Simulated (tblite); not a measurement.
Isomers of C5H9OP. Computed with GFN2-xTB (tblite): harmonic, unscaled wavenumbers at the GFN2-xTB geometry, gas phase. Against measured fundamentals such values can be off by several per cent, at times by over 20. One conformer each.

Electronic energies: GFN2-xTB at the same geometries; isomer energies are rough at this level and their order can be wrong.

| SMILES | electronic energy, lowest = 0 (kJ/mol) |
| --- | --- |
| CC[C@@H](C)P=C=O | 110.4 |
| C=C[P@@]1(=O)C[C@@H]1C | 84.9 |
| C=CP1(=O)CCC1 | 0.0 |

How do GFN2-xTB zero-point energies change the relative energies?

```csv
SMILES,ZPE (kJ/mol),of it from modes above 1550 cm⁻¹,electronic (kJ/mol),"with ZPE, lowest = 0 (kJ/mol)",lowest mode (cm⁻¹),rings
C=CP1(=O)CCC1,335.9,172.9,0.0,0.0,84,1
C=C[P@@]1(=O)C[C@@H]1C,332.5,174.2,84.9,81.5,81,1
CC[C@@H](C)P=C=O,339.4,173.9,110.4,113.9,21,0
```

The zero-point energies span 6.9 kJ/mol, from `C=C[P@@]1(=O)C[C@@H]1C` to `CC[C@@H](C)P=C=O`. The order is unchanged.
